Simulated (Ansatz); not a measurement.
Ansatz results at the PBE0-D4/def2-TZVP geometry: HOMO energy (PBE/def2-TZVPP) -4.69 eV; HOMO energy (PBE0/def2-TZVPP) -6.04 eV; HOMO energy (ωB97M-V/def2-TZVPP) -8.38 eV.

Each molecule was computed in one conformer, which needn't be the lowest.

(1) Which molecule gave them?
A. `[NH2][Ga]([NH2])[NH2]`
B. `C[CH](C)[GaH][CH](C)C`
C. `C[NH][Ga]([NH]C)[NH]C`
D. `N#[C][Ga]([Cl])[Cl]`

Answers

(1) C. The others give `C[CH](C)[GaH][CH](C)C`: -5.50, -6.63, -8.79; `N#[C][Ga]([Cl])[Cl]`: -8.40, -9.84, -12.11; `[NH2][Ga]([NH2])[NH2]`: -5.32, -6.76, -9.16.
